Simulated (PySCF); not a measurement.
**Correlation energy of Cu (copper, neutral)**

[Ar] 3d9 4s1 4p1, one real determinant (an excited configuration). All numbers are calculated (PySCF 2.14, the spin-free X2C one-electron Hamiltonian (Gaussian nucleus), in aug-cc-pVTZ-DK). Frozen: [Ar]; 11 electrons correlated.

| level | correlation energy (mhartree) |
| --- | --- |
| CCSD | -366.99 |
| (T) | -12.28 |
| CCSD(T) | -379.27 |

Diagnostics: T1 = 0.016, D1 = 0.0465, largest double amplitude 0.024.

Task: Is a single reference adequate?

Result: Yes: T1 lies below 0.03 and no double amplitude reaches 0.07.

The reference is one real determinant that mixes LS terms of this configuration.
